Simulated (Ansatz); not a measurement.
Two structures of Si$_{2}$NH$_{9}$O$_{2}$F$_{2}$, closed shell, reached by relaxing down either side of one saddle point (PBE0-D4/def2-TZVP). Energies are electronic, without zero-point energy. Ansatz 0.2.0; basis: def2-TZVPP and def2-QZVPP; cores frozen in the correlated methods. Extrapolation: Hartree–Fock as exp(−7.88 √X), correlation as X^−2.97. First:

```
16
angstrom
Si -0.6156 0.7368 -0.6346
Si 1.1721 -0.6206 -1.3311
F -1.3400 0.7078 -2.1140
F -1.8407 -0.0254 0.1249
O -0.5422 2.3847 -0.4907
H 0.2522 -0.1266 1.6607
N 0.1942 0.8164 1.2692
H -0.1219 -2.7789 1.3173
O -0.4758 -1.9699 1.6932
H 2.2883 -0.6695 -0.3384
H 0.6998 -2.0237 -1.5144
H 1.7388 -0.1561 -2.6254
H -0.8869 2.8213 -1.2734
H 1.1126 1.2445 1.2664
H -0.4118 1.3816 1.8555
H -1.2230 -1.7222 1.1348
```

Second:

Si1  (-1.210, 1.289, -0.035)
Si2  (1.482, -1.415, -1.430)
F3  (-1.484, -0.220, -0.455)
F4  (-2.649, 1.926, 0.107)
O5  (-0.317, 1.982, -1.188)
H6  (-0.149, -0.649, 1.968)
N7  (-0.420, 1.394, 1.454)
H8  (0.616, -2.537, -0.995)
O9  (-0.012, -1.586, 2.166)
H10  (2.810, -1.932, -1.843)
H11  (0.854, -0.732, -2.593)
H12  (1.651, -0.435, -0.330)
H13  (-0.295, 1.582, -2.059)
H14  (0.551, 1.663, 1.477)
H15  (-0.917, 1.718, 2.268)
H16  (-0.511, -2.048, 1.489)
(Å)

Q: Which bonds change from the first to the second?

A: Si₂H₄OF₂ ([OH][Si]([F])([F])[SiH3]) + H₂O + NH₃ → SiNH₃OF₂ ([NH2][Si]([OH])([F])[F]) + SiH₄ + H₂O; bonds formed: Si2–H8, H6–O9; dative contacts that become bonds: Si1–N7; bonds broken: Si1–Si2, H6–N7, H8–O9.

Q: Give the saddle point's structure and its height above each. (To be estimated.)

A: By the calculation: 229.8 kJ/mol above the first and 276.2 kJ/mol above the second (CCSD(T) at an estimated basis limit (MP2 extrapolated from triple and quadruple zeta, plus CCSD(T) − MP2 in triple zeta)).
Si1  (-0.725, 0.719, -0.318)
Si2  (1.142, -1.013, -1.123)
F3  (-1.109, 0.206, -1.826)
F4  (-2.117, 0.285, 0.365)
O5  (-0.570, 2.314, -0.670)
H6  (-0.082, -0.546, 1.707)
N7  (0.131, 0.818, 1.291)
H8  (0.059, -1.311, 0.307)
O9  (-0.211, -1.622, 1.525)
H10  (2.332, -1.567, -0.412)
H11  (0.750, -1.912, -2.233)
H12  (1.608, 0.289, -1.694)
H13  (-0.874, 2.555, -1.548)
H14  (1.117, 1.044, 1.209)
H15  (-0.294, 1.553, 1.849)
H16  (-1.156, -1.812, 1.572)
(Å)

The T1 diagnostic stays at or below 0.013.

Labels in which every atom is bracketed show which atoms are joined, not bond orders.

For scale, one of the runs: CCSD(T)/def2-TZVPP, 365 basis functions, launched by `ansatz run in.yaml --threads 5 --pin off --events-out ev --progress --plain --max-ram 66560MiB --backend cuda --devices 0, --max-vram 37GiB`. The run took 45 s on 5 CPU threads of an AMD EPYC 7R13 and a share of one NVIDIA H100 (shared host), with 0.86 GiB of host memory at its peak.
